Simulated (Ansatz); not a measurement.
`FB(O[SiH3])O[SiH3]` + H₂ → `FBO[SiH3]` + `O[SiH3]`  (hydrogenolysis of a B–O bond)

Calculated with Ansatz (gas phase, PBE0-D4/def2-TZVP geometries, no zero-point term in ΔE). CBS: MP2 limit from def2 TZ/QZ plus the TZ coupled-cluster correction, frozen cores. This one scheme is used for every species. Functionals use def2-TZVPP. B3LYP here is the variant with VWN-RPA as its local correlation; programs differ in this. Each species was taken in one conformer, which may not be the lowest.

`FB(O[SiH3])O[SiH3]`:

```xyz
12

F    -0.210    0.277    1.347
B    -0.007    0.008    0.045
O     1.135   -0.597   -0.337
Si    2.463   -1.130    0.493
O    -0.950    0.347   -0.858
Si   -2.426    1.082   -0.728
H     3.388   -1.699   -0.513
H     2.068   -2.174    1.471
H     3.110    0.002    1.201
H    -2.270    2.440   -0.150
H    -2.974    1.172   -2.100
H    -3.326    0.272    0.130
```

H₂:

```xyz
2

H    -0.244    0.198    0.201
H     0.244   -0.198   -0.201
```

`FBO[SiH3]`:

Z-matrix (Å, degrees):
```
Si
O 1 1.655
H 1 1.481 2 108.0
H 1 1.481 2 108.0 3 -119.2
H 1 1.485 2 110.1 3 120.4
B 2 1.342 1 134.0 3 -120.1
F 6 1.324 2 118.3 1 180.0
H 6 1.198 2 123.1 1 0.0
```

`O[SiH3]`:

Z-matrix (Å, degrees):
```
Si
O 1 1.648
H 1 1.489 2 111.7
H 1 1.489 2 111.7 3 120.9
H 1 1.481 2 105.9 3 -119.6
H 2 0.957 1 117.9 3 -60.5
```

```json
{"level": "r2SCAN0-D4", "ΔE (kJ/mol)": "112.7", "difference from CCSD(T)/CBS": "6.0"}
{"level": "ωB97M-V", "ΔE (kJ/mol)": "107.8", "difference from CCSD(T)/CBS": "1.1"}
{"level": "BLYP", "ΔE (kJ/mol)": "95.5", "difference from CCSD(T)/CBS": "-11.2"}
{"level": "r2SCAN", "ΔE (kJ/mol)": "110.9", "difference from CCSD(T)/CBS": "4.2"}
{"level": "B3LYP", "ΔE (kJ/mol)": "99.5", "difference from CCSD(T)/CBS": "-7.2"}
{"level": "CCSD(T)/def2-SVP", "ΔE (kJ/mol)": "120.3", "difference from CCSD(T)/CBS": "13.6"}
{"level": "HF/def2-TZVPP", "ΔE (kJ/mol)": "104.3", "difference from CCSD(T)/CBS": "-2.4"}
{"level": "SCS-MP2/def2-QZVPP", "ΔE (kJ/mol)": "105.4", "difference from CCSD(T)/CBS": "-1.3"}
{"level": "HF/CBS(def2)", "ΔE (kJ/mol)": "104.5", "difference from CCSD(T)/CBS": "-2.2"}
{"level": "CCSD/CBS(def2)", "ΔE (kJ/mol)": "105.0", "difference from CCSD(T)/CBS": "-1.7"}
{"level": "CCSD(T)/CBS", "ΔE (kJ/mol)": "106.7", "difference from CCSD(T)/CBS": "0"}
```

(1) What do rigid-rotor, harmonic-oscillator terms from PBE0-D4/def2-TZVP frequencies (298.15 K, 1 bar) make of the CCSD(T)/CBS value? (Best estimate.)

Largest T1 diagnostic among the species: 0.013.

Results:

(1) The calculation gave: ΔZPE = +17.0 kJ/mol, ΔH = +118.8 kJ/mol, ΔS = 41 J/(mol·K), ΔG = +106.6 kJ/mol. Modes under 50 cm⁻¹ make the entropy rough.

The D4 term adds +10.3 kJ/mol with B3LYP and +5.9 kJ/mol with PBE0; it sums over pairs of atoms, weighted by their polarisabilities, and B3LYP, whose exchange is more repulsive, gets the larger term. Leaving LDA and LC-ωPBE aside and taking each functional with its dispersion term where it has one, the values, not all of them listed here, spread over 10.5 kJ/mol, from PBE-D4 to r2SCAN-D4. LDA lies +12.2 kJ/mol from PBE without D4.

CCSD(T)/CBS has its own doubt, a few kJ/mol and more with outer-core shells, so smaller differences from it don't rank the levels.
